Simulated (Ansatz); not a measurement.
Reaction (isomerisation): `C[N](C)[InH]`• → `[CH2][N](C)[InH2]`•

Gas-phase electronic energies from Ansatz, PBE0-D4/def2-TZVP geometries. CCSD(T)/CBS is the MP2 limit (def2-TZVPP, def2-QZVPP) plus CCSD(T) − MP2 in def2-TZVPP, frozen cores. Functionals use def2-TZVPP. B3LYP here is the variant with VWN-RPA as its local correlation; programs differ in this. No spin–orbit coupling; open shells (•) take unrestricted orbitals. Elements past krypton have def2 core potentials. For In outer-core shells are correlated without core-valence functions, which leaves a few kJ/mol of doubt a bond.

Q: Is it downhill or uphill in electronic energy at CCSD(T)/CBS, and by how much? (Estimate.)

A: Ansatz gave: Uphill: ΔE = +0.56 eV.

Q: What do these levels give: PBE-D4, B3LYP-D4, ωB97M-V, PBE0, HF/def2-TZVPP, CCSD/def2-TZVPP, CCSD(T)/def2-TZVPP, HF/def2-QZVPP, SCS-MP2/def2-QZVPP, HF/CBS(def2), MP2/CBS(def2), CCSD/CBS(def2)? (Estimate.)

A: Ansatz gave: PBE-D4 0.61, B3LYP-D4 0.54, ωB97M-V 0.50, PBE0 0.63, HF/def2-TZVPP 0.32, CCSD/def2-TZVPP 0.51, CCSD(T)/def2-TZVPP 0.52, HF/def2-QZVPP 0.33, SCS-MP2/def2-QZVPP 0.63, HF/CBS(def2) 0.33, MP2/CBS(def2) 0.74, CCSD/CBS(def2) 0.55 eV.

Largest T1 diagnostic among the species: 0.019.

From PBE to PBE0 (25 % exact exchange), in def2-TZVPP and without D4, ΔE moves by +0.04 eV. In def2-TZVPP, CCSD(T) changes the Hartree–Fock value by +0.19 eV (the triples alone add +0.01 eV) and MP2 by +0.37 eV.
